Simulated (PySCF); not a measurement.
**Exercise with solution: entropy of an ideal gas**

In(H)2(OH) (H3InO), SMILES [OH][InH2].

Geometry optimised at PBE-D3(BJ)/def2-TZVP. The def2 effective core potentials stand for the cores of In; spin–orbit coupling is left out.

PySCF with PBE-D3(BJ)/def2-TZVP gives the harmonic wavenumbers 362, 417, 516, 521, 574, 792, 1765, 1814, 3723 cm⁻¹ and the rotational temperatures 4.1371, 0.3820, 0.3497 K. The molar mass is 133.84 g/mol, the symmetry number 1, the spin multiplicity 1.

Question: Work out the entropy at 298.15 K and 1 atm in the rigid-rotor, harmonic-oscillator model.

Answer: 
Translation (Sackur–Tetrode at 1 atm): S = R[1.5 ln M + 2.5 ln T − 1.16487] = 169.8 J/(mol K).
Rotation: q = (√π/σ) T^1.5/√(θA θB θC) = 12300, S = R[ln q + 3/2] = 90.8 J/(mol K).
Vibration: with u = 1.4388 ν/T, each mode gives R[u/(e^u − 1) − ln(1 − e^−u)]:
```json
[
 {"ν (cm⁻¹)": "362", "modes": "1", "u": "1.75", "S (J/(mol K))": "4.66"},
 {"ν (cm⁻¹)": "417", "modes": "1", "u": "2.01", "S (J/(mol K))": "3.77"},
 {"ν (cm⁻¹)": "516", "modes": "1", "u": "2.49", "S (J/(mol K))": "2.59"},
 {"ν (cm⁻¹)": "521", "modes": "1", "u": "2.51", "S (J/(mol K))": "2.54"},
 {"ν (cm⁻¹)": "574", "modes": "1", "u": "2.77", "S (J/(mol K))": "2.08"},
 {"ν (cm⁻¹)": "792", "modes": "1", "u": "3.82", "S (J/(mol K))": "0.90"},
 {"ν (cm⁻¹)": "1765", "modes": "1", "u": "8.52", "S (J/(mol K))": "0.02"},
 {"ν (cm⁻¹)": "1814", "modes": "1", "u": "8.75", "S (J/(mol K))": "0.01"}
]
```
The stiffer modes add less than 0.005 each. Sum 16.6 J/(mol K).
Spin: R ln 1 = 0.0 J/(mol K).
Total 277.1 J/(mol K); the program's own thermochemistry gives 277.1. Translation makes up 61 % and vibration 6 %. Anharmonicity, hindered rotation and orbital degeneracy are left out.
